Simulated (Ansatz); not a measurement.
ClIn (`[Cl][In]`). The species carries charge 0 and has multiplicity 1. In takes the def2 core potential.

Cartesian coordinates in Å:
```
Cl 0.812 -0.873 0.184
In -0.812 0.873 -0.184
```

List the harmonic frequencies (cm⁻¹, unscaled) at PBE0-D4/def2-TZVP in Ansatz. (An estimate is asked.)

Ansatz gave: 312.

Is this a minimum?

Yes, all 1 modes are real.

Give the ideal-gas thermochemistry at 298.15 K and 1 bar (rigid rotor, harmonic oscillator; point group C∞v, symmetry number 1).

Zero-point energy 1.9 kJ/mol; H(298) − E = 11.6 kJ/mol; entropy 248.3 J/(mol·K), of which translation 171.4, rotation 71.3, vibration 5.7; G(298) − E = -62.4 kJ/mol.
